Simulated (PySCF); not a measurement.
H5Si2, SMILES [SiH2][SiH3] (connectivity only; charge and spin as stated), charge +1, multiplicity 1.

Geometry optimised at PBE-D3(BJ)/def2-TZVP. The multiplicity is an assumed one; other spin states were not compared. The isomer is the one that the SMILES or the coordinates give; other isomers of the formula were not compared.

Calculation: PBE-D3(BJ)/def2-TZVP (PySCF).

Frequencies are harmonic and unscaled.

```json
[
 {"mode": "1", "ν (cm⁻¹)": "84", "IR (km/mol)": "0.0", "moving atoms (share of kinetic energy)": "H 100 %"},
 {"mode": "2", "ν (cm⁻¹)": "257", "IR (km/mol)": "9.4", "moving atoms (share of kinetic energy)": "H 86 %, Si 14 %"},
 {"mode": "3", "ν (cm⁻¹)": "334", "IR (km/mol)": "7.2", "moving atoms (share of kinetic energy)": "H 98 %"},
 {"mode": "4", "ν (cm⁻¹)": "404", "IR (km/mol)": "1.7", "moving atoms (share of kinetic energy)": "Si 80 %, H 20 %"},
 {"mode": "5", "ν (cm⁻¹)": "576", "IR (km/mol)": "0.0", "moving atoms (share of kinetic energy)": "H 84 %, Si 16 %"},
 {"mode": "6", "ν (cm⁻¹)": "645", "IR (km/mol)": "4.2", "moving atoms (share of kinetic energy)": "H 84 %, Si 16 %"},
 {"mode": "7", "ν (cm⁻¹)": "755", "IR (km/mol)": "189.7", "moving atoms (share of kinetic energy)": "H 92 %, Si 8 %"},
 {"mode": "8", "ν (cm⁻¹)": "855", "IR (km/mol)": "20.5", "moving atoms (share of kinetic energy)": "H 98 %"},
 {"mode": "9", "ν (cm⁻¹)": "877", "IR (km/mol)": "35.6", "moving atoms (share of kinetic energy)": "H 97 %"},
 {"mode": "10", "ν (cm⁻¹)": "930", "IR (km/mol)": "70.3", "moving atoms (share of kinetic energy)": "H 94 %"},
 {"mode": "11", "ν (cm⁻¹)": "2135", "IR (km/mol)": "10.2", "moving atoms (share of kinetic energy)": "H 98 %"},
 {"mode": "12", "ν (cm⁻¹)": "2182", "IR (km/mol)": "7.9", "moving atoms (share of kinetic energy)": "H 98 %"},
 {"mode": "13", "ν (cm⁻¹)": "2208", "IR (km/mol)": "0.8", "moving atoms (share of kinetic energy)": "H 97 %"},
 {"mode": "14", "ν (cm⁻¹)": "2222", "IR (km/mol)": "2.5", "moving atoms (share of kinetic energy)": "H 95 %"},
 {"mode": "15", "ν (cm⁻¹)": "2237", "IR (km/mol)": "2.9", "moving atoms (share of kinetic energy)": "H 95 %"}
]
```
